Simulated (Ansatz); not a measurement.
Na5. Total charge 0; quartet. Geometry PBE/def2-SVP.

```xyz
5

Na   -0.147   -2.332    0.559
Na   -0.930    1.188    0.031
Na    2.240    3.033   -1.308
Na   -3.474   -1.509    1.259
Na    2.311   -0.379   -0.541
```

B3LYP takes the VWN-RPA correlation. At HF/6-31G the charge 0 quartet is spin-contaminated (final ⟨S²⟩ up to 3.93, 3.75 for a pure state). At PBE0/def2-TZVP a doublet of charge 0 lies 0.85 eV below the quartet, each at its own geometry. The structure comes from a short search, and lower isomers may exist.

Problem. Estimate the α-spin orbital energies around the gap (eV) in Ansatz with HF/6-31G, B97M-V/def2-TZVP, B3LYP/6-31G, PBE0/def2-TZVP, CAM-B3LYP/def2-TZVP.

Solution. 
```
orbital  HF/6-31G  B97M-V/def2-TZVP  B3LYP/6-31G  PBE0/def2-TZVP  CAM-B3LYP/def2-TZVP
 HOMO−5    -40.94            -29.47       -31.03          -31.25               -32.69
 HOMO−4    -40.93            -29.47       -31.03          -31.24               -32.68
 HOMO−3     -6.90             -4.18        -4.83           -4.99                -6.00
 HOMO−2     -5.30             -3.40        -4.01           -4.16                -4.99
 HOMO−1     -4.56             -2.75        -3.19           -3.30                -3.95
   HOMO     -3.81             -2.25        -2.67           -2.76                -3.34
   LUMO      0.07             -1.81        -1.54           -1.46                -0.74
 LUMO+1      0.22             -1.72        -1.21           -1.25                -0.36
 LUMO+2      0.49             -1.29        -0.95           -1.00                -0.20
 LUMO+3      0.62             -1.28        -0.90           -0.92                -0.12
 LUMO+4      0.80             -1.09        -0.65           -0.67                 0.19
 LUMO+5      1.00             -0.87        -0.46           -0.43                 0.36
 β HOMO     -5.22             -3.70        -4.18           -4.18                -4.89
 β LUMO      0.02             -2.95        -2.64           -2.39                -1.83
```
